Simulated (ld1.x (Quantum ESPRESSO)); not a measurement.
# Plane-wave convergence, RRKJ potential for O (Z = 8)

ld1.x (Quantum ESPRESSO) 7.5 input, shortened:

```
&input
   title='O', zed=8., rel=1, dft='PBE', iswitch=3,
   config='[He] 2s2 2p4 3d-2'
 /
 &inputp
   pseudotype=2, tm=.false., lloc=1,
   nlcc=.false.
 /
3
2S  1  0   2.00   0.00  0.75  0.75  0.0
3D  3  2  -2.00  -0.20  1.92  1.92  0.0
2P  2  1   4.00   0.00  2.20  2.20  0.0
 &test
   configts(1)='2s2 2p4'
 /
```

The pseudo-atom Hamiltonian at the reference potential is diagonalised in spherical Bessel functions j_l(qr) that vanish at 20 bohr, with q² up to the cutoff. All-electron valence levels (Ry): 2s -1.7611, 2p -0.6637.

How do the lowest levels (Ry) of each channel move with the cutoff, and are there ghosts?

```json
{"cutoff (Ry)": "8", "s #1": "-1.4872", "s #2": "-0.0042", "d #1": "0.0792", "d #2": "0.1872", "p #1": "-0.0707", "p #2": "0.0522", "f #1": "0.1206", "f #2": "0.2624", "Σ f·Δε (mRy)": "2920.3"}
{"cutoff (Ry)": "15", "s #1": "-1.5010", "s #2": "-0.0045", "d #1": "0.0792", "d #2": "0.1872", "p #1": "-0.4593", "p #2": "0.0415", "f #1": "0.1206", "f #2": "0.2624", "Σ f·Δε (mRy)": "1338.2"}
{"cutoff (Ry)": "30", "s #1": "-1.5687", "s #2": "-0.0052", "d #1": "0.0792", "d #2": "0.1872", "p #1": "-0.6603", "p #2": "0.0399", "f #1": "0.1206", "f #2": "0.2624", "Σ f·Δε (mRy)": "398.9"}
{"cutoff (Ry)": "45", "s #1": "-1.6592", "s #2": "-0.0068", "d #1": "0.0792", "d #2": "0.1872", "p #1": "-0.6635", "p #2": "0.0399", "f #1": "0.1206", "f #2": "0.2624", "Σ f·Δε (mRy)": "204.9"}
{"cutoff (Ry)": "60", "s #1": "-1.7143", "s #2": "-0.0079", "d #1": "0.0792", "d #2": "0.1872", "p #1": "-0.6636", "p #2": "0.0399", "f #1": "0.1206", "f #2": "0.2624", "Σ f·Δε (mRy)": "94.2"}
{"cutoff (Ry)": "90", "s #1": "-1.7510", "s #2": "-0.0086", "d #1": "0.0792", "d #2": "0.1872", "p #1": "-0.6637", "p #2": "0.0399", "f #1": "0.1206", "f #2": "0.2624", "Σ f·Δε (mRy)": "20.5"}
{"cutoff (Ry)": "140", "s #1": "-1.7604", "s #2": "-0.0087", "d #1": "0.0792", "d #2": "0.1872", "p #1": "-0.6637", "p #2": "0.0399", "f #1": "0.1206", "f #2": "0.2624", "Σ f·Δε (mRy)": "1.6"}
{"cutoff (Ry)": "200", "s #1": "-1.7612", "s #2": "-0.0088", "d #1": "0.0792", "d #2": "0.1872", "p #1": "-0.6637", "p #2": "0.0399", "f #1": "0.1206", "f #2": "0.2624", "Σ f·Δε (mRy)": "0.1"}
{"cutoff (Ry)": "400", "s #1": "-1.7612", "s #2": "-0.0088", "d #1": "0.0792", "d #2": "0.1872", "p #1": "-0.6637", "p #2": "0.0399", "f #1": "0.1206", "f #2": "0.2624", "Σ f·Δε (mRy)": "0.0"}
```

Result: no extra level below or beside the all-electron valence levels (s, d, p, f tested); 10 mRy is reached at 110 Ry and 1 mRy at 160 Ry.

Its largest configuration-test error is +2912 meV.
